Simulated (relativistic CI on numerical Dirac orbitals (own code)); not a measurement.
Mo+ (4d5) in a crystal field

Calculated by Dirac-Coulomb-Breit CI, orbitals from a KLI potential per configuration, model QED, valence Slater integrals scaled by 0.85, one configuration in a parametric crystal field (own radial code).

Field parameters in Wybourne normalisation: D3d B²₀ = −7Dσ, B⁴₀ = −14Dq − 21Dτ, B⁴₃ = −14√(10/7) Dq; D4h B²₀ = −7Ds, B⁴₀ = 21(Dq − Dt), B⁴₄ = 21√(5/14) Dq; Oh B⁴₀ = 21Dq, B⁴₄ = √(5/14) B⁴₀. The field is a parameter set, without covalency.

S is read from ⟨S²⟩ = S(S + 1).

Powder χT (cm³ K mol⁻¹) by Van Vleck's formula, with temperature-independent terms:

| Field | 2 K | 5 K | 10 K | 20 K | 50 K | 100 K | 200 K | 300 K |
| --- | --- | --- | --- | --- | --- | --- | --- | --- |
| D3d, 10Dq = 8550, Dσ = -400, Dτ = -420 cm⁻¹ | 4.22 | 4.34 | 4.37 | 4.37 | 4.38 | 4.38 | 4.38 | 4.38 |
| D4h, 10Dq = 16300, Ds = 60, Dt = 1180 cm⁻¹ | 2.53 | 2.82 | 3.26 | 3.75 | 4.12 | 4.25 | 4.3 | 4.31 |
| D4h, 10Dq = 20900, Ds = -910, Dt = 310 cm⁻¹ | 0.617 | 0.62 | 0.624 | 0.632 | 0.657 | 0.698 | 0.775 | 0.829 |
| Oh, 10Dq = 12950 cm⁻¹ | 3.62 | 4.22 | 4.32 | 4.34 | 4.35 | 4.35 | 4.35 | 4.35 |
| Oh, 10Dq = 17400 cm⁻¹ | 0.514 | 0.519 | 0.526 | 0.54 | 0.584 | 0.655 | 0.798 | 0.923 |
| Oh, 10Dq = 22650 cm⁻¹ | 0.491 | 0.495 | 0.502 | 0.516 | 0.558 | 0.628 | 0.766 | 0.885 |
| Oh, 10Dq = 22700 cm⁻¹ | 0.491 | 0.495 | 0.502 | 0.516 | 0.558 | 0.628 | 0.765 | 0.885 |
| Oh, 10Dq = 25900 cm⁻¹ | 0.48 | 0.485 | 0.492 | 0.505 | 0.547 | 0.616 | 0.752 | 0.868 |

Q: For Oh, 10Dq = 17400 cm⁻¹: what effective moment follows at 300 K?

A: μ_eff = √(8χT) = 2.72 μB. The ground level has S = 0.52; the spin-only moment for S = 1/2 is 1.73 μB. The difference comes from the orbital moment, spin-orbit mixing of terms and temperature-independent paramagnetism, all larger in this ionic model than in covalent complexes.
